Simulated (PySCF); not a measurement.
Start geometry of `C1(F)=CN(C)C(=O)CC1` from GFN2-xTB (Å):
```
atom  x, y, z in Å
C1     2.3642   -0.1015    0.1133
N2     0.9258   -0.0520   -0.0315
C3     0.3362    1.1915   -0.2333
C4    -0.9697    1.3696   -0.0672
F5    -1.5261    2.5886   -0.2462
C6    -1.8808    0.2500    0.3125
C7    -1.2900   -1.0395   -0.2497
C8     0.1920   -1.2006    0.0508
O9     0.7010   -2.2762    0.2840
H10    2.6495   -1.1436    0.2454
H11    2.6820    0.4742    0.9843
H12    2.8482    0.2986   -0.7792
H13    1.0021    1.9957   -0.5021
H14   -2.8793    0.4267   -0.0902
H15   -1.9657    0.1919    1.4032
H16   -1.8101   -1.9157    0.1363
H17   -1.3864   -1.0455   -1.3403
```

Task: What comes out of this run: PySCF, HF/def2-SV(P) geometry optimisation, gas phase?

Result: 
```
atom  x, y, z in Å
C1     2.369   -0.065   -0.282
N2     0.922   -0.029   -0.196
C3     0.305    1.222   -0.005
C4    -0.950    1.339    0.378
F5    -1.495    2.531    0.574
C6    -1.827    0.155    0.615
C7    -1.317   -1.013   -0.232
C8     0.194   -1.188   -0.244
O9     0.696   -2.264   -0.341
H10    2.682   -1.095   -0.417
H11    2.821    0.329    0.632
H12    2.716    0.529   -1.131
H13    0.927    2.090   -0.172
H14   -2.855    0.398    0.345
H15   -1.833   -0.101    1.681
H16   -1.747   -1.963    0.080
H17   -1.606   -0.854   -1.276
```

The energy falls by 1.5 kcal/mol over 10 energy and gradient evaluations, the largest force component goes from 0.0307 to 3.2e-04 Eh/bohr, and the atoms move by 0.055 Å rms after alignment. The bond that changes most is C4–F5 (vinylic C–F carbon to vinyl fluorine), which shortens by 0.027 Å. Bonds longer at the end by more than 0.005 Å: 1 of 17; shorter: 3. Rotational constants go from 2914, 1327, 942.4 to 2894, 1331, 939.6 MHz. The orientation of the end geometry is arbitrary; only internal coordinates are fixed.

The run used 142 basis functions and 78 SCF cycles in all. Hardware: an Arm Neoverse N1 with one thread, shared host. Cost: 73 s of wall time, 0.54 GiB resident at most.

Stationary, but not proved a minimum. One conformer, not necessarily the lowest.
